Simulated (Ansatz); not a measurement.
The multiplicity is imposed and other spin states were not computed.

Method: Ansatz (a program for electronic structure) with PBE-D3(BJ)/def2-SVP. No frequencies were computed at this level.

Ansatz 0.2 input:
```yaml
crystal:
  periodic: [false, false, false]
  atoms:
    - { symbol: Zn, position_ang: [-0.229908, 0.089634, 0.535627] }
    - { symbol: O, position_ang: [-0.521045, -1.459147, -0.151447] }
    - { symbol: H, position_ang: [-1.050716, -2.146048, 0.246934] }
    - { symbol: Cl, position_ang: [0.835992, 1.766508, -0.040502] }
basis:
  gaussian: { orbitals: def2-svp }
hamiltonian:
  xc: pbe
  dispersion: d3bj
relax:
  max_steps: 150
```

Output:

```
Functional definition: PBE
754 factors; their error is unknown
mean field evaluation 1: about -62970.1157 eV, gradient 7.6e1 eV
mean field evaluation 2: about -62850.4376 eV, gradient 2.0e2 eV
mean field evaluation 4: about -62978.7504 eV, gradient 2.4e1 eV
mean field evaluation 8: about -62979.7177 eV, gradient 8.7e-2 eV
mean field evaluation 16: about -62979.6749 eV, gradient 8.3e-6 eV
mean field -62979.67492630 eV, -2314.4603643847 hartree, gradient 8.3e-6 eV, S^2 0.000000; 0 other end points of the search recorded, 0 dependent functions left out
reference -62979.67497067 eV, -2314.4603660151 hartree; 28, 28 occupied and 40, 40 virtual orbitals, 754 factors
relax step   1: F+E_penalty+E_count = -62979.73392289 eV  Δ(F+E_penalty+E_count) = +0.000e0 eV  max|allowed force component| = 9.841e-1 eV/Å  Δτ_max = 0.0000 Å  (26 SCF iters, accepted)
these checks for a lower state are left out or cut short: starts, cluster_reference, orbital_swaps, neighbouring_geometries, increment
754 factors; their error is unknown
mean field -62979.96149075 eV, -2314.4708954337 hartree, gradient 5.4e-5 eV, S^2 0.000000; 0 other end points of the search recorded, 0 dependent functions left out
reference -62979.96153405 eV, -2314.4708970252 hartree; 28, 28 occupied and 40, 40 virtual orbitals, 754 factors
relax step   2: F+E_penalty+E_count = -62980.01835152 eV  Δ(F+E_penalty+E_count) = -2.844e-1 eV  max|allowed force component| = 4.360e-1 eV/Å  Δτ_max = 0.1948 Å  (29 SCF iters, accepted)
these checks for a lower state are left out or cut short: starts, cluster_reference, orbital_swaps, neighbouring_geometries, increment
754 factors; their error is unknown
mean field -62980.07352979 eV, -2314.4750127926 hartree, gradient 5.2e-5 eV, S^2 0.000000; 0 other end points of the search recorded, 0 dependent functions left out
reference -62980.07357344 eV, -2314.4750143968 hartree; 28, 28 occupied and 40, 40 virtual orbitals, 754 factors
relax step   3: F+E_penalty+E_count = -62980.13017234 eV  Δ(F+E_penalty+E_count) = -1.118e-1 eV  max|allowed force component| = 4.779e-1 eV/Å  Δτ_max = 0.2000 Å  (30 SCF iters, accepted)
these checks for a lower state are left out or cut short: starts, cluster_reference, orbital_swaps, neighbouring_geometries, increment
754 factors; their error is unknown
mean field evaluation 32: about -62980.0954 eV, gradient 8.5e-2 eV
mean field -62980.09542078 eV, -2314.4758172718 hartree, gradient 6.5e-5 eV, S^2 0.000000; 0 other end points of the search recorded, 0 dependent functions left out
reference -62980.09546456 eV, -2314.4758188806 hartree; 28, 28 occupied and 40, 40 virtual orbitals, 754 factors
relax step   4: F+E_penalty+E_count = -62980.15217031 eV  Δ(F+E_penalty+E_count) = -2.200e-2 eV  max|allowed force component| = 3.871e-1 eV/Å  Δτ_max = 0.0754 Å  (24 SCF iters, accepted)
these checks for a lower state are left out or cut short: starts, cluster_reference, orbital_swaps, neighbouring_geometries, increment
754 factors; their error is unknown
mean field -62980.10789885 eV, -2314.4762758324 hartree, gradient 2.3e-5 eV, S^2 0.000000; 0 other end points of the search recorded, 0 dependent functions left out
reference -62980.10794237 eV, -2314.4762774316 hartree; 28, 28 occupied and 40, 40 virtual orbitals, 754 factors
relax step   5: F+E_penalty+E_count = -62980.16456116 eV  Δ(F+E_penalty+E_count) = -1.239e-2 eV  max|allowed force component| = 3.363e-1 eV/Å  Δτ_max = 0.1558 Å  (26 SCF iters, accepted)
these checks for a lower state are left out or cut short: starts, cluster_reference, orbital_swaps, neighbouring_geometries, increment
754 factors; their error is unknown
mean field -62980.11410752 eV, -2314.4765039969 hartree, gradient 7.3e-5 eV, S^2 0.000000; 0 other end points of the search recorded, 0 dependent functions left out
reference -62980.11415118 eV, -2314.4765056014 hartree; 28, 28 occupied and 40, 40 virtual orbitals, 754 factors
relax step   6: F+E_penalty+E_count = -62980.17087360 eV  Δ(F+E_penalty+E_count) = -6.312e-3 eV  max|allowed force component| = 1.220e-1 eV/Å  Δτ_max = 0.0415 Å  (24 SCF iters, accepted)
these checks for a lower state are left out or cut short: starts, cluster_reference, orbital_swaps, neighbouring_geometries, increment
754 factors; their error is unknown
mean field -62980.11458683 eV, -2314.4765216110 hartree, gradient 7.5e-5 eV, S^2 0.000000; 0 other end points of the search recorded, 0 dependent functions left out
reference -62980.11463054 eV, -2314.4765232172 hartree; 28, 28 occupied and 40, 40 virtual orbitals, 754 factors
relax step   7: F+E_penalty+E_count = -62980.17142769 eV  Δ(F+E_penalty+E_count) = -5.541e-4 eV  max|allowed force component| = 5.675e-3 eV/Å  Δτ_max = 0.0070 Å  (26 SCF iters, accepted)
754 factors; their error is unknown
mean field evaluation 64: about -62980.1146 eV, gradient 3.7e-2 eV
mean field -62980.11458683 eV, -2314.4765216110 hartree, gradient 7.5e-5 eV, S^2 0.000000; 1 other end points of the search recorded, 0 dependent functions left out
reference -62980.11463054 eV, -2314.4765232172 hartree; 28, 28 occupied and 40, 40 virtual orbitals, 754 factors
Total energy: -62980.17147140 eV, -2314.4786120803 hartree
Atom 0 at    -0.006474    -0.016322     0.062095 Å, force     0.002972     0.005675    -0.001247 eV/Å
Atom 1 at    -0.573911    -1.678768    -0.222456 Å, force    -0.000212    -0.003175    -0.001860 eV/Å
Atom 2 at    -1.136258    -1.994447     0.509371 Å, force    -0.003815    -0.005329     0.002579 eV/Å
Atom 3 at     0.750966     1.940484     0.241602 Å, force     0.001056     0.002829     0.000529 eV/Å
Dipole moment:    -0.229304    -0.204010     0.241328 e Å
```

Cost: around 11 core-seconds (rough).
